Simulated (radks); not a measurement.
Coulomb parameter of the 3d shell of neutral cobalt in the model configuration [Ar] 3d5.5 4s2 4p1.5, as a second difference U = [E(n + 0.5) + E(n - 0.5) - 2 E(n)] / (0.5)^2 with all orbitals relaxed. "Bare": the charge of the atom changes with n. "Screened": the 4p shell takes up the change at fixed total charge, which measures U(3d,3d) + U(4p,4p) - 2 U(3d,4p). Method: scalar-relativistic Kohn-Sham, PBE, spin-unpolarised, spherical densities, point nucleus; computed with a radial shooting solver on a logarithmic mesh with Libxc functionals.

case                  configuration  E - E(n) (eV)
start          [Ar] 3d5.5 4s2 4p1.5          0.000
bare +0.5        [Ar] 3d6 4s2 4p1.5         -7.744
bare -0.5        [Ar] 3d5 4s2 4p1.5         11.352
screened +0.5      [Ar] 3d6 4s2 4p1         -7.049
screened -0.5      [Ar] 3d5 4s2 4p2          8.659

U(bare) = 14.430 eV, U(screened by 4p) = 6.442 eV, against the Slater integral F0(3d,3d) = 26.712 eV with frozen orbitals. The step up makes a negative ion, whose loosely bound charge lowers the bare value.
